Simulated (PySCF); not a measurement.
PySCF job for Al(F)(NHMe)(OH) (CH₅AlFNO), SMILES C[NH][Al]([OH])[F], PBE-D3(BJ)/def2-SVP. Coordinates come from a PBE-D3(BJ)/def2-SVP optimisation. The structure was generated by enumeration; whether it is a known compound was not checked. One conformer was computed; it need not be the lowest.

```python
import numpy as np
from pyscf import gto, scf, dft, df
from pyscf.hessian import thermo

mol = gto.M(
    atom='''
    Al   -0.03272572    0.53838824   -0.00000000
    F    -1.08020903    1.84927411    0.00000000
    N    -0.68975430   -1.10709154   -0.00000000
    C     0.06466324   -2.35029203   -0.00000000
    H    -1.70216585   -1.25304867   -0.00000000
    H    -0.13900492   -2.98063632   -0.89694667
    H    -0.13900492   -2.98063631    0.89694668
    H     1.15200817   -2.13327681   -0.00000000
    O     1.66603056    0.74270235   -0.00000000
    H     2.08753930    1.61485821    0.00000000
    ''',
    basis='def2-SVP',
    charge=0,
    spin=0,
    max_memory=1600,
    verbose=3,
)
mf = dft.RKS(mol, xc='pbe').density_fit(auxbasis='def2-universal-jkfit')
mf.disp = 'd3bj'
mf.grids.level = 3
mf.conv_tol = 1e-11
mf.max_cycle = 100
mf.kernel()

# analytic Hessian; the response equations are solved on a coarser grid
h, args, fine = mf.Hessian(), (mf.mo_energy, mf.mo_coeff, mf.mo_occ), mf.grids
h.max_memory = max(150, 2.5e-5 * df.make_auxmol(mol, mf.with_df.auxbasis).nao * mol.nelec[0] * (mol.nelec[0] + mol.nao))  # MB; small integral blocks
h1ao = h.make_h1(mf.mo_coeff, mf.mo_occ)
mf.grids = dft.Grids(mol).set(level=1).build(with_non0tab=True)
mo1, mo_e1 = h.solve_mo1(*args, h1ao)
mf.grids = fine
hess = h.hess_elec(*args, mo1, mo_e1, h1ao) + h.hess_nuc()
if mf.do_disp():
    hess += h.get_dispersion()
for i in range(mol.natm):  # the analytic DFT Hessian lacks the response of the grid: restore translational invariance
    hess[i, i] -= hess[i].sum(axis=0)
hess = (hess + hess.transpose(1, 0, 3, 2)) / 2
vib = thermo.harmonic_analysis(mol, hess, imaginary_freq=False)
thermo.dump_normal_mode(mol, vib)
th = thermo.thermo(mf, vib['freq_au'][vib['freq_au'] > 0], 298.15, 101325)
thermo.dump_thermo(mol, th)
g0 = mf.nuc_grad_method().set(verbose=0).kernel()

# dipole derivatives [dipole axis, atom, xyz] from the same response
r, irp = mol.intor('int1e_r'), mol.intor('int1e_irp').reshape(3, 3, mol.nao, mol.nao)
sl, dm0, ok = mol.aoslice_by_atom(), np.array(mf.make_rdm1()), []
dmu = np.einsum('a,xt->xat', mol.atom_charges(), np.eye(3))
for a, (_, _, p0, p1) in enumerate(sl):
    dmu[:, a] += 2 * np.einsum('xtij,ij->xt', irp[:, :, :, p0:p1], dm0.reshape(-1, mol.nao, mol.nao).sum(0)[:, p0:p1])
    for u, c, occ, f in [(mo1, mf.mo_coeff, mf.mo_occ, 4)]:
        dmu[:, a] -= f * np.einsum('tui,xuv,vi->xt', u[a], r, c[:, occ > 0], optimize=True)
L = vib['norm_mode']
ir = 974.8801 * (np.einsum('xat,kat->kx', dmu, L) ** 2).sum(1)       # km/mol
apt = np.einsum('xax->a', dmu) / 3
print('mode   freq/cm-1   IR/(km/mol)')
for k, w in enumerate(vib['freq_wavenumber']):
    print(f'{k + 1:4d} {w:11.2f} {ir[k]:13.3f}')
print('max |gradient| / (hartree/bohr):', abs(g0).max())
print('APT charges:', apt.round(4))
```

Log of the run:

```
converged SCF energy = -512.802202143503

WARN: DFTD3 does not support analytical Hessian, using finite difference


WARN: Mole.unit (angstrom) is changed to Bohr

Mode                                 0                   1                   2
Irrep
Freq [cm^-1]                      107.5054            110.5269            152.9398
Reduced mass [au]                   2.8136              3.9383              1.1292
Force const [Dyne/A]                0.0192              0.0283              0.0156
Char temp [K]                     154.6763            159.0237            220.0463
Normal mode                   x     y     z       x     y     z       x     y     z
       0  Al                -0.00 -0.00  0.04    0.06  0.00  0.00   -0.00  0.00 -0.01
       1   F                 0.00  0.00 -0.09   -0.03 -0.07 -0.00    0.00  0.00  0.01
       2   N                -0.00 -0.00  0.14    0.03  0.01  0.00   -0.00  0.00 -0.08
       3   C                 0.00  0.00 -0.12   -0.13 -0.08 -0.00    0.00  0.00  0.02
       4   H                -0.00 -0.00  0.28    0.01  0.12  0.00   -0.00 -0.00  0.08
       5   H                -0.18  0.09 -0.14   -0.21 -0.06  0.00   -0.38 -0.27  0.30
       6   H                 0.18 -0.09 -0.14   -0.21 -0.06 -0.00    0.38  0.27  0.30
       7   H                 0.00  0.00 -0.31   -0.10 -0.23 -0.00    0.00  0.00 -0.50
       8   O                -0.00 -0.00  0.04    0.04  0.13  0.00   -0.00 -0.00  0.04
       9   H                 0.00 -0.00 -0.13   -0.04  0.17 -0.00    0.00 -0.00 -0.04
Mode                                 3                   4                   5
Irrep
Freq [cm^-1]                      219.0689            261.8292            275.7466
Reduced mass [au]                   5.9501              7.8385              1.1672
Force const [Dyne/A]                0.1682              0.3166              0.0523
Char temp [K]                     315.1913            376.7139            396.7380
Normal mode                   x     y     z       x     y     z       x     y     z
       0  Al                 0.04  0.05  0.00    0.00 -0.00 -0.15    0.00  0.00 -0.03
       1   F                -0.12 -0.08  0.00    0.00 -0.00  0.07   -0.00 -0.00  0.03
       2   N                 0.02  0.07  0.00   -0.00  0.00  0.09   -0.00  0.00 -0.02
       3   C                -0.01  0.06  0.00   -0.00  0.00  0.00    0.00  0.00  0.01
       4   H                 0.01  0.10 -0.00   -0.00  0.00  0.14   -0.00  0.00  0.04
       5   H                -0.02  0.06  0.00   -0.03  0.03 -0.01    0.07  0.02 -0.02
       6   H                -0.02  0.06 -0.00    0.03 -0.03 -0.01   -0.07 -0.02 -0.02
       7   H                -0.01  0.04  0.00   -0.00  0.00 -0.03   -0.00  0.00  0.10
       8   O                 0.06 -0.10 -0.00    0.00  0.00  0.07    0.00 -0.00  0.08
       9   H                 0.24 -0.20  0.00   -0.00  0.00  0.25    0.00 -0.00 -0.91
Mode                                 6                   7                   8
Irrep
Freq [cm^-1]                      312.8993            491.6355            579.8751
Reduced mass [au]                   4.5732              1.1174              1.5110
Force const [Dyne/A]                0.2638              0.1591              0.2993
Char temp [K]                     450.1924            707.3540            834.3112
Normal mode                   x     y     z       x     y     z       x     y     z
       0  Al                 0.04 -0.06  0.00    0.00 -0.00 -0.01   -0.01  0.01 -0.00
       1   F                 0.03 -0.09  0.00    0.00 -0.00  0.01   -0.05  0.04  0.00
       2   N                -0.14  0.03 -0.00    0.00  0.00  0.09   -0.00 -0.01  0.00
       3   C                 0.00  0.13  0.00   -0.00  0.00 -0.00    0.00 -0.01  0.00
       4   H                -0.13 -0.01  0.00    0.00  0.00 -0.91   -0.00 -0.03 -0.00
       5   H                 0.10  0.09 -0.00   -0.12  0.02  0.02    0.00 -0.01 -0.00
       6   H                 0.10  0.09  0.00    0.12 -0.02  0.02    0.00 -0.01  0.00
       7   H                -0.03  0.28  0.00   -0.00  0.00 -0.14    0.01 -0.02 -0.00
       8   O                 0.03  0.05 -0.00   -0.00  0.00 -0.00    0.11 -0.06 -0.00
       9   H                -0.13  0.13  0.00    0.00 -0.00 -0.09   -0.71  0.36 -0.00
Mode                                 9                  10                  11
Irrep
Freq [cm^-1]                      639.8014            855.8108            917.7368
Reduced mass [au]                   3.6099              7.3712             10.1333
Force const [Dyne/A]                0.8706              3.1809              5.0285
Char temp [K]                     920.5318           1231.3213           1320.4189
Normal mode                   x     y     z       x     y     z       x     y     z
       0  Al                 0.02  0.02 -0.00   -0.02 -0.13 -0.00   -0.13  0.03  0.00
       1   F                -0.06  0.07  0.00   -0.06  0.09  0.00    0.06 -0.07  0.00
       2   N                -0.12 -0.10  0.00    0.07  0.03  0.00    0.02  0.01  0.00
       3   C                 0.02 -0.07  0.00   -0.02  0.07 -0.00    0.00  0.01 -0.00
       4   H                -0.11 -0.17 -0.00    0.06  0.10  0.00    0.02 -0.06 -0.00
       5   H                 0.12 -0.10 -0.00   -0.10  0.10  0.00   -0.06  0.03  0.00
       6   H                 0.12 -0.10  0.00   -0.10  0.10 -0.00   -0.06  0.03 -0.00
       7   H                -0.01  0.09 -0.00    0.00 -0.03  0.00    0.01 -0.05  0.00
       8   O                 0.10  0.04  0.00    0.06  0.02 -0.00    0.13  0.02 -0.00
       9   H                 0.35 -0.08 -0.00    0.19 -0.04 -0.00    0.19  0.00  0.00
Mode                                12                  13                  14
Irrep
Freq [cm^-1]                     1049.0471           1100.0827           1138.9245
Reduced mass [au]                   1.1770              1.2954              4.1031
Force const [Dyne/A]                0.7632              0.9236              3.1358
Char temp [K]                    1509.3452           1582.7741           1638.6587
Normal mode                   x     y     z       x     y     z       x     y     z
       0  Al                 0.02  0.00  0.00    0.00  0.00 -0.00    0.01  0.03  0.00
       1   F                -0.01  0.00  0.00   -0.00 -0.00  0.00    0.00 -0.00 -0.00
       2   N                -0.05 -0.00  0.00    0.00 -0.00 -0.06    0.08 -0.16  0.00
       3   C                 0.07  0.06 -0.00    0.00  0.00  0.13   -0.12  0.12 -0.00
       4   H                 0.04 -0.55 -0.00    0.00 -0.00  0.03    0.10 -0.31  0.00
       5   H                -0.34  0.11  0.06   -0.21  0.51 -0.18    0.01  0.07 -0.01
       6   H                -0.34  0.11 -0.06    0.21 -0.51 -0.18    0.01  0.07  0.01
       7   H                 0.18 -0.49  0.00    0.00 -0.00 -0.27   -0.13  0.21  0.00
       8   O                -0.01  0.00 -0.00    0.00  0.00  0.00   -0.01 -0.00 -0.00
       9   H                -0.00 -0.01 -0.00    0.00  0.00  0.00   -0.02  0.00  0.00
Mode                                15                  16                  17
Irrep
Freq [cm^-1]                     1340.3100           1402.2248           1417.0641
Reduced mass [au]                   1.4934              1.1573              1.0392
Force const [Dyne/A]                1.5806              1.3407              1.2295
Char temp [K]                    1928.4076           2017.4893           2038.8398
Normal mode                   x     y     z       x     y     z       x     y     z
       0  Al                -0.00 -0.02 -0.00    0.00  0.00 -0.00   -0.00 -0.00 -0.00
       1   F                -0.00  0.00 -0.00   -0.00 -0.00 -0.00   -0.00  0.00  0.00
       2   N                 0.02  0.13 -0.00    0.01 -0.00 -0.00    0.00  0.00 -0.01
       3   C                -0.07 -0.07  0.00    0.06 -0.09  0.00   -0.00 -0.00 -0.05
       4   H                 0.14 -0.66  0.00    0.01 -0.07 -0.00    0.00 -0.00  0.00
       5   H                 0.25  0.02 -0.13   -0.36  0.28 -0.14   -0.48  0.07  0.04
       6   H                 0.25  0.02  0.13   -0.36  0.28  0.14    0.48 -0.07  0.04
       7   H                -0.10  0.09 -0.00   -0.10  0.61 -0.00   -0.00  0.00  0.70
       8   O                 0.00  0.00  0.00   -0.00  0.00 -0.00    0.00  0.00 -0.00
       9   H                 0.01 -0.00  0.00   -0.01  0.00 -0.00    0.00  0.00 -0.00
Mode                                18                  19                  20
Irrep
Freq [cm^-1]                     1445.7724           2912.9837           2965.5751
Reduced mass [au]                   1.0484              1.0387              1.1049
Force const [Dyne/A]                1.2911              5.1930              5.7251
Char temp [K]                    2080.1447           4191.1350           4266.8022
Normal mode                   x     y     z       x     y     z       x     y     z
       0  Al                 0.00  0.01 -0.00    0.00  0.00  0.00   -0.00 -0.00 -0.00
       1   F                 0.00 -0.00 -0.00    0.00 -0.00  0.00   -0.00 -0.00 -0.00
       2   N                -0.02 -0.04 -0.00    0.00 -0.00  0.00   -0.00  0.00  0.00
       3   C                -0.02 -0.02 -0.00    0.00 -0.05 -0.00   -0.00  0.00 -0.09
       4   H                -0.05  0.18  0.00    0.00 -0.00 -0.00    0.00  0.00  0.00
       5   H                 0.19  0.47 -0.37    0.13  0.35  0.54    0.14  0.37  0.54
       6   H                 0.19  0.47  0.37    0.13  0.35 -0.54   -0.14 -0.37  0.54
       7   H                 0.07 -0.37  0.00   -0.30 -0.07 -0.00    0.00  0.00 -0.02
       8   O                -0.00 -0.00 -0.00   -0.00 -0.00 -0.00    0.00  0.00  0.00
       9   H                -0.00 -0.00 -0.00   -0.00 -0.00 -0.00   -0.00 -0.00 -0.00
Mode                                21                  22                  23
Irrep
Freq [cm^-1]                     3046.4289           3515.0701           3830.5751
Reduced mass [au]                   1.0985              1.0745              1.0679
Force const [Dyne/A]                6.0066              7.8223              9.2319
Char temp [K]                    4383.1329           5057.4033           5511.3447
Normal mode                   x     y     z       x     y     z       x     y     z
       0  Al                -0.00  0.00  0.00   -0.00  0.00 -0.00    0.00 -0.00  0.00
       1   F                 0.00  0.00  0.00    0.00 -0.00 -0.00    0.00 -0.00  0.00
       2   N                 0.00 -0.00  0.00   -0.07 -0.01 -0.00    0.00  0.00  0.00
       3   C                -0.08 -0.03  0.00   -0.00 -0.00  0.00    0.00 -0.00 -0.00
       4   H                -0.01 -0.01 -0.00    0.95  0.14  0.00   -0.00 -0.00 -0.00
       5   H                 0.03  0.10  0.17    0.00 -0.00  0.00   -0.00  0.00  0.00
       6   H                 0.03  0.10 -0.17    0.00 -0.00 -0.00   -0.00  0.00 -0.00
       7   H                 0.89  0.19 -0.00    0.01  0.01  0.00   -0.00  0.00 -0.00
       8   O                -0.00 -0.00 -0.00    0.00  0.00  0.00   -0.03 -0.05 -0.00
       9   H                 0.00 -0.00 -0.00   -0.00  0.00  0.00    0.44  0.86  0.00
temperature 298.1500 [K]
pressure 101325.00 [Pa]
Rotational constants [GHz] 6.06817 2.62299 1.85315
Symmetry number 1
Zero-point energy (ZPE) 0.06855 [Eh]   179974.784 [J/mol]
                           tot       elec      trans        rot        vib
Entropy [J/mol/K]       352.031      0.000    165.280    112.093     74.658
Cv [J/mol/K]            101.582      0.000     12.472     12.472     76.639
Cp [J/mol/K]            109.897      0.000     20.786     12.472     76.639
Internal energy [J/mol]                      3718.434   3718.434 192294.834
Internal energy [Eh]   -512.72613  -512.80220
Enthalpy [J/mol]                             6197.391   3718.434 192294.834
Enthalpy [Eh]          -512.72518
Gibbs free energy [J/mol]                  -43080.826 -29702.102 170035.476
Gibbs free energy [Eh] -512.76516
mode   freq/cm-1   IR/(km/mol)
   1      107.51         1.426
   2      110.53         0.048
   3      152.94         0.074
   4      219.07        40.539
   5      261.83        28.951
   6      275.75       119.062
   7      312.90         1.953
   8      491.64       108.372
   9      579.88       110.167
  10      639.80        33.776
  11      855.81       122.337
  12      917.74       103.053
  13     1049.05        22.621
  14     1100.08         0.461
  15     1138.92       107.036
  16     1340.31        42.890
  17     1402.22        18.085
  18     1417.06         1.407
  19     1445.77         4.355
  20     2912.98       106.747
  21     2965.58        45.318
  22     3046.43        12.981
  23     3515.07        16.324
  24     3830.58        87.300
max |gradient| / (hartree/bohr): 0.00026572974066905
APT charges: [ 1.4728 -0.5957 -0.7527  0.3698  0.1456 -0.0775 -0.0775  0.0041 -0.7813
  0.2924]
```

Self-consistency was reached.
